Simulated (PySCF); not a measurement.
## Stationary points of GeOBr

Method: PBE0/[Ge def2-TZVP, O def2-TZVP, Br def2-TZVP], no relativity, density fitting, PySCF.

Relaxations began from a few typed shapes; open shells are unrestricted. The search is not exhaustive: other isomers or separated fragments can lie lower, and high-lying points may rest on an excited occupation.

Q: Which is the lowest minimum found?
A. doublet C∞v: Ge–Br 2.513 Å, Ge–O 1.637 Å; Br–Ge–O 180.0°
B. doublet Cs: Ge–Br 2.332 Å, Ge–O 1.654 Å; Br–Ge–O 120.5°

A: B. The others lie at 55.3 (doublet C∞v, a saddle point) kJ/mol above it.
